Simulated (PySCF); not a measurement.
C5H5Cl. Atoms are numbered in the order given.

```xyz
11

C     -0.6607     3.0467     0.0000
C     -0.2876     1.8781     0.0000
C      0.2043     0.5368     0.0000
C      1.6993     0.3381     0.0000
C     -0.7076    -0.4748     0.0000
Cl    -0.2915    -2.1551     0.0000
H     -1.0013     4.0725     0.0000
H      2.1523     0.8187    -0.8912
H      2.1523     0.8187     0.8912
H      1.9571    -0.7366     0.0000
H     -1.7907    -0.2863     0.0000
```
Charge 0, spin multiplicity 1.

Geometry optimised at PBE-D3(BJ)/def2-SVP. The structure was generated by enumeration; whether it is a known compound was not checked.

Calculation: PBE/def2-TZVP run with PySCF.

Symmetry labels are those of the subgroup Cs that the program uses (full group Cs).

Computed valence orbital energies around the gap with their symmetry:
```
orbital  symmetry  energy (eV)
-------  --------  -----------
HOMO−7         A"       -10.57
HOMO−6         A'        -9.80
HOMO−5         A'        -9.53
HOMO−4         A"        -8.97
HOMO−3         A"        -7.75
HOMO−2         A'        -7.67
HOMO−1         A'        -6.89
HOMO           A"        -5.79
LUMO           A"        -2.02
LUMO+1         A'        -0.72
LUMO+2         A'         0.51
LUMO+3         A'         0.77
```
